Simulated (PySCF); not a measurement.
Predicted microwave data (PySCF, PBE0-D3(BJ)/def2-SVP geometry optimisation, gas phase) for one isomer of CH9OPSi2:

```
Rotational constants : A = 7461, B = 822.2, C = 819.7 MHz
Dipole components    : |μa| = 0.31 D, |μb| = 0.20 D, |μc| = 1.67 D
Inertial defect      : -65.83 u·Å²
κ                    : -1.00
```

Question: Which candidate fits, each taken in the one conformer that was computed?
A. `[CH3:1][O:2][SiH2:3][PH:4][SiH3:5]` with C1–O2–Si3–P4 -178°, O2–Si3–P4–Si5 -173°
B. `[CH3:1][Si@H:2]([PH2:3])[O:4][SiH3:5]` with C1–Si2–P3–H 164° and 70°, C1–Si2–O4–Si5 79°
C. `[SiH3:1][CH2:2][O:3][SiH2:4][PH2:5]` with Si1–C2–O3–Si4 94°, C2–O3–Si4–P5 167°, O3–Si4–P5–H -178° and -84°

Answer: C. It is [SiH3]CO[SiH2]P, point group C1. The candidates at the same level (rigid rotor, commonest isotopes):

| SMILES | A (MHz) | B (MHz) | C (MHz) | μa (D) | μb (D) | μc (D) | Δ (u·Å²) | point group | rotor |
| --- | --- | --- | --- | --- | --- | --- | --- | --- | --- |
| CO[SiH2]P[SiH3] | 7052 | 968.1 | 880.6 | 0.76 | 1.28 | 0.74 | -19.81 | – | near-prolate asymmetric top |
| C[Si@H](P)O[SiH3] | 2914 | 1496 | 1133 | 0.49 | 0.82 | 0.03 | -65.26 | C1 | asymmetric top |
| [SiH3]CO[SiH2]P | 7461 | 822.2 | 819.7 | 0.31 | 0.20 | 1.67 | -65.83 | C1 | – |

`C[Si@H](P)O[SiH3]` has B 82 % too high; `CO[SiH2]P[SiH3]` has B 18 % too high. No structure here is proved a minimum.
